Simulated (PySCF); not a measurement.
C7H8, SMILES C1C2C3C2C2C1C32.

Coordinates come from a r2SCAN-D4/def2-SVP optimisation. Other conformers were not sampled.

These are TDA-PBE/def2-SVPD run with PySCF values and carry that method's errors.

Vertical excitations. Isolated molecule, no solvent. State labels are in the subgroup C2v.

Computed lowest excited states:
```json
[
 {"state": "S1", "symmetry": "B1", "energy (eV)": "5.51", "λ (nm)": "225", "f": "0.001", "main pairs": "HOMO→LUMO 100 %"},
 {"state": "S2", "symmetry": "A2", "energy (eV)": "6.07", "λ (nm)": "204", "f": "0.000", "main pairs": "HOMO→LUMO+1 96 %"},
 {"state": "S3", "symmetry": "A1", "energy (eV)": "6.21", "λ (nm)": "200", "f": "0.006", "main pairs": "HOMO→LUMO+2 100 %"},
 {"state": "S4", "symmetry": "B1", "energy (eV)": "6.33", "λ (nm)": "196", "f": "0.009", "main pairs": "HOMO→LUMO+3 100 %"},
 {"state": "S5", "symmetry": "A2", "energy (eV)": "6.69", "λ (nm)": "185", "f": "0.000", "main pairs": "HOMO−1→LUMO 100 %"},
 {"state": "S6", "symmetry": "B1", "energy (eV)": "6.79", "λ (nm)": "183", "f": "0.001", "main pairs": "HOMO→LUMO+5 99 %"},
 {"state": "T1", "symmetry": "B1", "energy (eV)": "5.42", "λ (nm)": "229", "f": "0", "main pairs": "HOMO→LUMO 100 %"},
 {"state": "T2", "symmetry": "A2", "energy (eV)": "5.69", "λ (nm)": "218", "f": "0", "main pairs": "HOMO→LUMO+1 97 %"}
]
```
Triplets are in the Tamm–Dancoff approximation.
